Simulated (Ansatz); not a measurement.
HAl, singlet, geometry from GFN2-xTB (such geometries of metal compounds can be far from the true shape); CAM-B3LYP/def2-TZVP (Ansatz, a program for electronic structure).

The Ansatz input:
Ansatz 0.2 input:
```yaml
crystal:
  periodic: [false, false, false]
  atoms:
    - {symbol: Al, position_ang: [-0.00000000, -0.00000000, -0.11521965]}
    - {symbol: H, position_ang: [0.00000000, 0.00000000, 1.49785545]}
basis:
  gaussian:
    orbitals: def2-TZVP
hamiltonian:
  xc: cam_b3lyp
```

Write the output that Ansatz gives for this input, abridged.


```
Functional definition: CAM-B3LYP
303 factors; their error is unknown
93 factors; integrals over basis functions are off by at most 1.6e-4 eV
mean field evaluation 1: about -6611.5028 eV, gradient 8.9e0 eV
mean field evaluation 2: about -6611.8576 eV, gradient 2.4e0 eV
mean field evaluation 4: about -6611.8809 eV, gradient 1.4e-1 eV
mean field evaluation 8: about -6611.8895 eV, gradient 3.0e-3 eV
mean field -6611.88952197 eV, -242.9824582329 hartree, gradient 5.4e-5 eV, S^2 0.000000; 0 other end points of the search recorded, 0 dependent functions left out
reference -6611.88960584 eV, -242.9824613147 hartree; 7, 7 occupied and 36, 36 virtual orbitals, 303 factors
Total energy: -6611.88960584 eV, -242.9824613147 hartree
```
